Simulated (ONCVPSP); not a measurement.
# Before and after: ONCV potential for silicon (Si)

- Element: Si (Z = 14)
- Generator: ONCVPSP 4.0.1
- Type: optimised norm-conserving Vanderbilt (ONCV)
- Functional: Wu-Cohen
- Relativity: scalar-relativistic
- Frozen core: [He]
- Valence charge: 12
- Reference configuration: 2s2 2p6 3s2 3p2
- Partial waves: 2s+3s: rc 1.00 bohr, ncon 4, nbas 8, qcut 14.3 1/bohr, 2 projectors; 2p+3p: rc 0.85 bohr, ncon 4, nbas 8, qcut 15 1/bohr, 2 projectors; d scattering state at 0.21 Ha: rc 1.00 bohr, ncon 4, nbas 7, qcut 8.8 1/bohr, 2 projectors, debl 1 Ha
- Local potential: polynomial inside 0.55 bohr (lpopt 5, dvloc0 4 Ha)
- Core correction: Teter function fitted to the true core (icmod 2), fcfact 0.6

All-electron outer shells of the reference configuration (Wu-Cohen, scalar-relativistic, ld1.x):

```csv
shell,level (eV),outermost node (bohr),outermost maximum (bohr)
1s,-1784.65,–,0.07
2s,-139.23,0.15,0.45
2p,-95.56,–,0.39
3s,-10.78,0.72,1.77
3p,-4.05,0.72,2.17
```

Change: s: qcut 8.9; p: qcut 9.3; d: qcut 5.5.

Cutoffs: the cutoffs (Ha) at which the residual kinetic energy of the hardest occupied pseudo-wave falls to 1 and 0.1 mHa per electron; they do not see the model core or the augmentation charge, which bear on the density cutoff. Errors are all-electron minus pseudo energies relative to the spin-unpolarised reference configuration.

Problem. Predict the effect on cutoff, ghosts and configuration errors.

Solution. The potential gets harder (97 Ha and 110 Ha → 293 Ha and 394 Ha); of the 4 tests that both files solve, the error grows in 3 and shrinks in 0 by more than 15 % and 0.3 meV (median size 0.8 → 1.9 meV); neither file shows a bound ghost.

| quantity | base | changed |
| --- | --- | --- |
| cutoff, loose | 97 Ha | 293 Ha |
| cutoff, tight | 110 Ha | 394 Ha |
| loose cutoff by channel | s 30 Ha, p 97 Ha | s 31 Ha, p 293 Ha |
| bound ghosts | none | none |
| GHOST(+) flags under 300 eV | none | d at 239.1 eV |
| error for 2s2 2p6 3s2 3p1, meV [ΔE 7.72 eV] | +0.4 | +0.5 |
| error for 2s2 2p6 3s2 3p0, meV [ΔE 23.71 eV] | +2.4 | +3.4 |
| error for 2s2 2p6 3s1 3p0, meV [ΔE 57.66 eV] | +0.9 | +2.5 |
| error for 2s2 2p6 3s1 3p2, meV [ΔE 15.14 eV] | -0.7 | -1.4 |
| s: phases at 1.01 bohr within 0.05 rad from the reference energy up to (Ha; the scan ends near 5) | to the end of the scan | to the end of the scan |
| p: phases at 0.86 bohr within 0.05 rad from the reference energy up to (Ha; the scan ends near 5) | to the end of the scan | to the end of the scan |
| d: phases at 1.01 bohr within 0.05 rad from the reference energy up to (Ha; the scan ends near 5) | to the end of the scan | to the end of the scan |
| rms error of d²Exc/dni dnj with the model core, mHa | 1.91 | 1.18 |
